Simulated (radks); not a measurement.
Isoelectronic series with 19 electrons, each ion in its NIST ground configuration. Calculated with a radial shooting solver on a logarithmic mesh with Libxc functionals: scalar-relativistic Kohn-Sham, PBE, spin-unpolarised, spherical densities, finite nucleus; Fermi nuclear charge, rms radius of each element as measured or else 0.836 A^(1/3) + 0.57 fm. Total energies (hartree) and orbital eigenvalues (hartree):

ion	configuration	E (hartree)	3p	3s	2p
K	[Ar] 4s1	-602.08590	-0.69139	-1.29883	-10.29418
Ca+	[Ar] 4s1	-680.09218	-1.28188	-1.98421	-12.55899
Sc2+	[Ar] 3d1	-763.33230	-1.79893	-2.58722	-14.83747
Ti3+	[Ar] 3d1	-851.80357	-2.60633	-3.49278	-17.57410
V4+	[Ar] 3d1	-945.44564	-3.54255	-4.52991	-20.58380
Cr5+	[Ar] 3d1	-1044.26166	-4.60053	-5.69109	-23.85885
Mn6+	[Ar] 3d1	-1148.25983	-5.77722	-6.97313	-27.39581
Fe7+	[Ar] 3d1	-1257.45127	-7.07098	-8.37441	-31.19285
Co8+	[Ar] 3d1	-1371.84888	-8.48082	-9.89406	-35.24891
Ni9+	[Ar] 3d1	-1491.46747	-10.00613	-11.53159	-39.56338
Cu10+	[Ar] 3d1	-1616.32241	-11.64652	-13.28680	-44.13597
Zn11+	[Ar] 3d1	-1746.43137	-13.40173	-15.15963	-48.96656
Ga12+	[Ar] 3d1	-1881.81227	-15.27166	-17.15017	-54.05520
Ge13+	[Ar] 3d1	-2022.48442	-17.25622	-19.25861	-59.40206
As14+	[Ar] 3d1	-2168.46854	-19.35545	-21.48522	-65.00738
Se15+	[Ar] 3d1	-2319.78551	-21.56939	-23.83031	-70.87151
Br16+	[Ar] 3d1	-2476.45793	-23.89813	-26.29427	-76.99483
